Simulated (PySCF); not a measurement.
B2O2, SMILES B(B=O)=O. Atoms are numbered in the order given.

```xyz
4

O      0.0000     0.0000    -2.0168
B      0.0000     0.0000    -0.8202
B      0.0000     0.0000     0.8202
O      0.0000     0.0000     2.0168
```
Charge 0, spin multiplicity 1.

Coordinates come from a PBE0-D3(BJ)/def2-TZVP optimisation. One conformer was computed; it need not be the lowest.

Calculation: TDA-PBE/def2-SVPD (PySCF).

Vertical excitations; the highest root listed may be one member of a degenerate set. Isolated molecule, no solvent. State labels are in the subgroup D2h.

```tsv
state	symmetry	energy (eV)	λ (nm)	f	main pairs
S1	Au	6.14	202	0.000	HOMO−1→LUMO 50 %, HOMO→LUMO+1 50 %
S2	B1u	6.31	196	0.000	HOMO→LUMO, HOMO−1→LUMO+1 (degenerate set)
S3	Au	6.31	196	0.000	HOMO→LUMO+1, HOMO−1→LUMO (degenerate set)
S4	B1g	6.68	186	0.000	HOMO−3→LUMO+1 50 %, HOMO−2→LUMO 50 %
S5	Ag	6.85	181	0.000	HOMO−3→LUMO, HOMO−2→LUMO+1 (degenerate set)
S6	B1g	6.85	181	0.000	HOMO−2→LUMO, HOMO−3→LUMO+1 (degenerate set)
S7	B2u	7.47	166	0.003	HOMO−4→LUMO (degenerate set)
S8	B3u	7.47	166	0.003	HOMO−4→LUMO+1 (degenerate set)
S9	B3g	7.75	160	0.000	HOMO−5→LUMO (degenerate set)
S10	B2g	7.75	160	0.000	HOMO−5→LUMO+1 (degenerate set)
T1	B1u	5.37	231	0	HOMO→LUMO 49 %, HOMO−1→LUMO+1 49 %
T2	B1u	5.67	219	0	HOMO−1→LUMO+1, HOMO→LUMO (degenerate set)
T3	Au	5.67	219	0	HOMO−1→LUMO, HOMO→LUMO+1 (degenerate set)
T4	Ag	5.77	215	0	HOMO−3→LUMO 49 %, HOMO−2→LUMO+1 49 %
```
Triplets are in the Tamm–Dancoff approximation.
